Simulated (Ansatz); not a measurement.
Species: H₃SiO, charge 0, doublet. H3SiO (SMILES O[SiH2], doublet).
B3LYP-D3(BJ)/def2-TZVP minimum from Ansatz (an electronic-structure program):
```
Si
O 1 1.6585
H 2 0.9610 1 118.01
H 1 1.4847 2 105.38 3 -170.62
H 1 1.4946 4 110.37 2 -119.93
```
Charge 0, spin multiplicity 2.

Total energies in hartree (Ansatz). UHF or UKS for unpaired electrons; spin-orbit terms are left out. Cores are frozen in correlated methods. No relativity. Where a partner has so few electrons that a lower coupled-cluster level is exact, that level stands in.

```tsv
species	HF/cc-pV(T+d)Z	CCSD(T)/cc-pV(T+d)Z	HF/cc-pV(Q+d)Z	CCSD(T)/cc-pV(Q+d)Z	CCSDT(Q)/cc-pV(T+d)Z
1: H3SiO (SMILES [SiH2]O, doublet)	-365.58688	-365.97059	-365.59778	-366.00748	-365.97176
2: Si (triplet)	-288.85649	-288.93344	-288.85845	-288.93781	-288.93426
3: O (triplet)	-74.81176	-74.97396	-74.81729	-74.99357	-74.97430
4: H (doublet)	-0.49981	-0.49981	-0.49995	-0.49995	-0.49981
```

Question: Work out the atomisation energy (electronic, to ground-state atoms) in kJ/mol: take Hartree-Fock from cc-pV(Q+d)Z, extrapolate the CCSD(T) correlation energy as X^-3 (X = 3, 4), and add CCSDT(Q) - CCSD(T) in cc-pV(T+d)Z. 1 hartree = 2625.5 kJ/mol.

Answer: 
Species 1: correlation (64·(-0.40970) - 27·(-0.38371))/37 = -0.42867; step -0.00117; E1 = -365.59778 + (-0.42867) + (-0.00117) = -366.02762
Species 2: correlation (64·(-0.07936) - 27·(-0.07695))/37 = -0.08112; step -0.00082; E2 = -288.85845 + (-0.08112) + (-0.00082) = -288.94039
Species 3: correlation (64·(-0.17628) - 27·(-0.16220))/37 = -0.18655; step -0.00034; E3 = -74.81729 + (-0.18655) + (-0.00034) = -75.00418
Species 4: correlation (64·(0.00000) - 27·(0.00000))/37 = 0.00000; step +0.00000; E4 = -0.49995 + (0.00000) + (+0.00000) = -0.49995
-1·E1 +1·E2 +1·E3 +3·E4 = 0.58320 hartree = 1531.2 kJ/mol.
